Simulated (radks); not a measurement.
Effect of the nuclear size on the titanium ion Ti2+, [Ar] 3d2. Calculated with a radial shooting solver on a logarithmic mesh with Libxc functionals: Dirac Kohn-Sham, PBE, spin-unpolarised, spherical densities, finite nucleus; open shells fill j = l - 1/2 first; Fermi nuclear charge, rms radius 3.5921 fm. The rms radius is varied about that value; shifts are against it.

rms radius (fm)  total energy shift (eV)  density at nucleus (e/bohr^3)  1s1/2 shift (meV)  2s1/2 shift (meV)  3s1/2 shift (meV)
2.9204                           -0.0166                           8547              -7.01             -0.589             -0.080
3.3909                          -0.00531                           8507              -2.25             -0.189             -0.026
3.5921                                 0                           8492              0.000              0.000              0.000
3.7286                           0.00377                           8483               1.60              0.134              0.018
4.3572                            0.0229                           8442               9.69              0.813              0.111

Slopes of the eigenvalues against <r^2> in GHz/fm^2, as finite differences over the two radii next to the reference (eigenvalue slopes, not the field-shift constants of lines): 1s1/2 386, 2s1/2 32.4, 3s1/2 4.41.
